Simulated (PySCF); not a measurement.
**CdB and its ions**

PBE; basis Cd def2-SVPD with ECP28, B def2-SVPD; scalar-relativistic core potentials; PySCF 2.14. Neutral (UKS): doublet (π ↑), Re = 2.373 Å, ωe = 304 cm⁻¹, De = 0.63 eV, HOMO -3.97 eV, LUMO -3.57 eV.

CdB⁺ (UKS): singlet (closed shell), Re = 2.500 Å, ωe = 297 cm⁻¹, De = 2.26 eV to Cd + B⁺. The energies at the minima are -192.35188 hartree for CdB and -192.09035 for CdB⁺.

Question: Work out the adiabatic ionisation energy, without and with harmonic zero-point energies (1 hartree = 27.2114 eV, 1 eV = 8065.5 cm⁻¹), and the change of the bond length.

Answer: At PBE: 0.26153 hartree = 7.117 eV between the minima; the zero-point term (297.0 − 304.0)/2 cm⁻¹ = -0.000 eV makes it 7.116 eV. Re changes by +12.7 pm against the neutral. The electron leaves a π orbital, and the longer bond of the ion fits a bonding orbital, or a change in how ionic the bond is.

For an ion De counts to the pair picked by the measured ionisation energies or electron affinities, which need not be the lowest pair at this level. States were picked by a PBE0 search and need not be the measured ground states.
